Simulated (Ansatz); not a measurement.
Reaction (cleavage of the Si–Si bond): `[SiH3][SiH]1[CH2][AlH]1` + `[OH][InH2]` → `[SiH3][O][InH2]` + `[CH2]1[AlH][SiH2]1`

Calculated with Ansatz (gas phase, PBE0-D4/def2-TZVP geometries, no zero-point term in ΔE). CCSD(T)/CBS is the MP2 limit (def2-TZVPP, def2-QZVPP) plus CCSD(T) − MP2 in def2-TZVPP, frozen cores. DFT in def2-TZVPP. Elements past krypton have def2 core potentials. For In outer-core shells are correlated without core-valence functions, which leaves a few kJ/mol of doubt a bond.

(1) Is it downhill or uphill in electronic energy at CCSD(T)/CBS, and by how much? (An estimate is asked.)

(2) What do these levels give: PBE-D4, PBE0-D4, r2SCAN0-D4, ωB97X-V, RPA@PBE/def2-TZVPP, HF/def2-SVP? (An estimate is asked.)

Largest T1 diagnostic among the species: 0.017.

## Answers

(1) Ansatz gave: Downhill: ΔE = -0.94 eV.

(2) The calculation gave: PBE-D4 -0.64, PBE0-D4 -0.75, r2SCAN0-D4 -0.91, ωB97X-V -0.93, RPA@PBE/def2-TZVPP -0.97, HF/def2-SVP -1.23 eV.

In def2-TZVPP, CCSD(T) changes the Hartree–Fock value by +0.34 eV (the triples alone add +0.05 eV) and MP2 by +0.29 eV. From BLYP to BHLYP (50 % exact exchange), in def2-TZVPP and without D4, ΔE moves by −0.21 eV. The D4 term adds +0.03 eV with B3LYP and +0.02 eV with PBE0; it sums over pairs of atoms, weighted by their polarisabilities, and B3LYP, whose exchange is more repulsive, gets the larger term.

B3LYP here is the variant with VWN-RPA as its local correlation; programs differ in this.
